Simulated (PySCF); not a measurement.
## Magnetisability: SMILES CC1(C)C[SiH2][AsH]C1, C₅H₁₃AsSi

Geometry:
```json
{"atom": "C1", "x (Å)": "-0.736", "y (Å)": "0.674", "z (Å)": "1.224"}
{"atom": "C2", "x (Å)": "-0.511", "y (Å)": "-0.137", "z (Å)": "-0.051"}
{"atom": "C3", "x (Å)": "-1.797", "y (Å)": "-0.911", "z (Å)": "-0.369"}
{"atom": "C4", "x (Å)": "0.648", "y (Å)": "-1.116", "z (Å)": "0.151"}
{"atom": "Si5", "x (Å)": "2.300", "y (Å)": "-0.157", "z (Å)": "0.155"}
{"atom": "As6", "x (Å)": "1.619", "y (Å)": "1.622", "z (Å)": "-1.182"}
{"atom": "C7", "x (Å)": "-0.189", "y (Å)": "0.792", "z (Å)": "-1.229"}
{"atom": "H8", "x (Å)": "-0.974", "y (Å)": "0.015", "z (Å)": "2.058"}
{"atom": "H9", "x (Å)": "0.156", "y (Å)": "1.243", "z (Å)": "1.485"}
{"atom": "H10", "x (Å)": "-1.562", "y (Å)": "1.371", "z (Å)": "1.093"}
{"atom": "H11", "x (Å)": "-2.634", "y (Å)": "-0.227", "z (Å)": "-0.504"}
{"atom": "H12", "x (Å)": "-1.682", "y (Å)": "-1.493", "z (Å)": "-1.281"}
{"atom": "H13", "x (Å)": "-2.042", "y (Å)": "-1.593", "z (Å)": "0.443"}
{"atom": "H14", "x (Å)": "0.658", "y (Å)": "-1.829", "z (Å)": "-0.678"}
{"atom": "H15", "x (Å)": "0.495", "y (Å)": "-1.694", "z (Å)": "1.061"}
{"atom": "H16", "x (Å)": "3.355", "y (Å)": "-0.998", "z (Å)": "-0.434"}
{"atom": "H17", "x (Å)": "2.715", "y (Å)": "0.151", "z (Å)": "1.533"}
{"atom": "H18", "x (Å)": "1.358", "y (Å)": "2.522", "z (Å)": "0.003"}
{"atom": "H19", "x (Å)": "-0.958", "y (Å)": "1.567", "z (Å)": "-1.323"}
{"atom": "H20", "x (Å)": "-0.225", "y (Å)": "0.209", "z (Å)": "-2.159"}
```

Method used: GIAO KT3/6-31G magnetisability, rotational g tensor and spin-rotation constants, non-relativistic, gas phase (PySCF 2.14.0). Geometry: GFN2-xTB.

The calculation is non-relativistic, which matters for the atoms heavier than Zn.

How diamagnetic is it, and how anisotropic?

Isotropic -1868 × 10⁻³⁰ J/T², or -112.5 × 10⁻⁶ cm³/mol; principal values -1931, -1876, -1796 × 10⁻³⁰ J/T², anisotropy 118 × 10⁻³⁰ J/T² (root of half the summed squared differences of the principal values). The susceptibility is in cgs units.

Split it along the inertial axes a, b, c into diamagnetic and paramagnetic parts about the centre of mass, with the quadrupole moment.


| axis | χ (10⁻⁶ cm³/mol) | diamagnetic (10⁻⁶ cm³/mol) | paramagnetic (10⁻⁶ cm³/mol) | summed x² of all electrons (Å²) | quadrupole Θ (D Å) |
| --- | --- | --- | --- | --- | --- |
| a | -112.2 | -703.9 | 591.7 | 229.2 | -1.89 |
| b | -109.8 | -1209.4 | 1099.6 | 110.0 | +0.29 |
| c | -115.4 | -1438.8 | 1323.4 | 55.9 | +1.61 |

Anisotropies 2χaa − χbb − χcc = +0.8 and 2χbb − χaa − χcc = +8.0 × 10⁻⁶ cm³/mol. Θ is traceless in Buckingham's convention.

And the rotational g tensor?


| axis | rotational constant (GHz) | g | nuclear part | electronic part |
| --- | --- | --- | --- | --- |
| a | 2.2253 | -0.0034 | 0.6152 | -0.6186 |
| b | 1.1118 | -0.0036 | 0.5707 | -0.5743 |
| c | 0.9041 | -0.0009 | 0.5612 | -0.5621 |

Asymmetric top; isotopes 75As, 12C, 1H, 28Si; no vibrational averaging.
